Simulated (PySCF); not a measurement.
**C₆ coefficients of unlike pairs at PBE**

Calculated with PySCF 2.14 from the dipole response of each species, C₆(A,B) = (3/π) ∫ α_A(iu) α_B(iu) du, in atomic units, from isotropic polarisabilities. For ions this is the dispersion term alone; charge-induced terms of lower order in 1/R come first.

```tsv
species	configuration	basis	relativity	α (bohr³)	C₆ (like pair)
Hf	[Xe] 4f14 5d2 6s2 (3F)	x2c-TZVPPall with one added diffuse shell each of s, p, d, f type (12s8p8d4f1g)	spin-free X2C	98.91	1289
Ti²⁺	[Ar] 3d2 (3F)	aug-cc-pVDZ (7s6p4d2f)	none	4.777	13.51
Zr⁺	[Kr] 4d2 5s1 (4F)	def2-TZVPPD with the def2 core potential (28 electrons) (6s4p3d2f1g)	core potential	55.85	471.0
Ne²⁺	[He] 2s2 2p4 (3P)	dyall-av2z (11s7p2d)	none	0.8434	1.073
```

Question: Estimate C₆ for Ti²⁺ with Hf.

Answer: The integral gives 106.9. The combination rule 2 C_A C_B / (C_A α_B/α_A + C_B α_A/α_B) gives 101.9 and the geometric mean 132.0.

No spin-orbit coupling is included.

The other pairs:

| pair | C₆ |
| --- | --- |
| Ne²⁺, Ti²⁺ | 3.598 |
| Ne²⁺, Hf | 23.27 |
| Ne²⁺, Zr⁺ | 15.17 |
| Zr⁺, Hf | 777.1 |
| Zr⁺, Ti²⁺ | 67.76 |
